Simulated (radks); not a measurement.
The numbers below are computed, except where a source is named.
The hafnium ion Hf3+, configuration [Xe] 4f14 6d1 (not the ground configuration). Level of theory: scalar-relativistic Kohn-Sham, PBE, spin-polarised, spherical densities, finite nucleus; open shells are filled with parallel spins first (spin-orbit coupling, left out, can overturn this in heavy ions); Fermi nuclear charge, rms radius 5.347 fm (a radial shooting solver on a logarithmic mesh with Libxc functionals).

Unscreened Slater integrals over Kohn-Sham orbitals (eV). They are taken over the spin-up orbitals. Empty in this configuration: 5d.

integral     value
F0(6d,6d)   5.4782
F2(6d,6d)   3.0016
F4(6d,6d)   2.0853
F0(6d,4f)   7.4999
F2(6d,4f)  0.81122
F4(6d,4f)  0.35140
G1(6d,4f)  0.27265
G3(6d,4f)  0.25355
G5(6d,4f)  0.20169
F0(6d,5p)   7.1711
F2(6d,5p)   1.5210
G1(6d,5p)   1.0037
G3(6d,5p)  0.69235
F0(6d,5s)   7.2773
G2(6d,5s)  0.81984
F0(6d,5d)   6.8678
F2(6d,5d)   1.8917
F4(6d,5d)  0.91392
G0(6d,5d)  0.49873
G2(6d,5d)  0.65362
G4(6d,5d)  0.53803
F0(4f,4f)   37.711
F2(4f,4f)   17.900
F4(4f,4f)   11.225
F6(4f,4f)   8.0739
F0(4f,5p)   22.703
F2(4f,5p)   7.4766
G2(4f,5p)   3.6171
G4(4f,5p)   2.8425
F0(4f,5s)   25.569
G3(4f,5s)   4.3897
F0(4f,5d)   17.051
F2(4f,5d)   4.1542
F4(4f,5d)   2.0049
G1(4f,5d)   1.8248
G3(4f,5d)   1.5186
G5(4f,5d)   1.1657
F0(5p,5p)   18.743
F2(5p,5p)   10.142
F0(5p,5s)   20.041
G1(5p,5s)   13.393
F0(5p,5d)   15.312
F2(5p,5d)   7.5156
G1(5p,5d)   8.8850
G3(5p,5d)   5.4997
F0(5s,5s)   21.746
F0(5s,5d)   15.919
G2(5s,5d)   5.6371
F0(5d,5d)   13.362
F2(5d,5d)   7.0346
F4(5d,5d)   4.6663

Derived for the open shells (J is the average intra-shell exchange parameter used in DFT+U). 6d: Racah B = F2/49 - 5 F4/441 = 0.03761 eV, C = 35 F4/441 = 0.1655 eV, C/B = 4.40, F4/F2 = 0.695, J = (F2 + F4)/14 = 0.3634 eV.
